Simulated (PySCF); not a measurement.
## SiOBr₂, singlet: computed properties

Computed with PySCF, PBE0, basis Si def2-SVP, O def2-SVP, Br def2-SVP (no relativity, density fitting).

The structure is a minimum.

| Property | Result |
| --- | --- |
| Point group | C2v |
| Bond lengths | Si–Br 2.181 Å (×2), Si–O 1.524 Å |
| Bond angles | Br–Si–Br 109.1°, Br–Si–O 125.4° (×2) |
| Dipole moment | 3.03 D |
| Rotational symmetry number | 2 |
| Entropy at 298.15 K and 1 bar | 325.4 J/(mol K) |
| Enthalpy at 298.15 K above 0 K | 15.77 kJ/mol |
| Highest occupied level | -8.60 eV |
| Principal polarisabilities | 33.7, 54.0, 68.5 bohr³ |
| Zero-point energy | 16.6 kJ/mol |
| Principal quadrupole moments (Buckingham, traceless) about the centre of mass | -12.06, 6.01, 6.05 D Å |
| Atomisation energy without zero-point energy | 1235 kJ/mol |
| Rotational constants | 0.1227, 0.03383, 0.02652 cm⁻¹ |
| Lowest empty level | -2.13 eV |
| Heat capacity Cp at 298.15 K | 68.3 J/(mol K) |

Harmonic modes (masses in u: Si 27.977, O 15.995, Br 78.918):
```tsv
symmetry	ω (cm⁻¹)	IR (km/mol)	μ (u)	type
a1	127	0.3	52.83	bend
b2	229	21.1	19.68	bend
b1	260	30.9	23.98	bend
a1	367	10.2	30.26	mixed
b2	529	228	30.91	mixed
a1	1257	98.7	19.30	stretch
```

In C2v the vibrations span 3a1 + 2b2 + b1. Here b1 is antisymmetric to the molecular plane and b2 lies in it.

Charges (e):
```json
{"atom": "Si1", "Mulliken": "0.72", "Löwdin": "0.34", "polar tensor": "1.48", "Mayer order to Si1": "–"}
{"atom": "O2", "Mulliken": "-0.40", "Löwdin": "-0.36", "polar tensor": "-0.69", "Mayer order to Si1": "2.14"}
{"atom": "Br3,4", "Mulliken": "-0.16", "Löwdin": "0.01", "polar tensor": "-0.39", "Mayer order to Si1": "1.08"}
```

Mulliken populations on Si1: s 5.04, p 7.79, d 0.45.

Outer orbital energies (eV). occupied: -11.96, -10.87, -10.67, -9.82, -9.63, -9.42, -9.04, -8.60; empty: -2.13, -1.78, 1.78, 2.38.

Counting electrons, silicon keeps none of its valence electrons outside its bonds, so the VSEPR class is AX3 and the expected shape is trigonal planar; with unlike ligands the computed point group is C2v.

This need not be the most stable arrangement of these atoms.

The final relaxation and frequency run took about 3 core-minutes on a shared host.
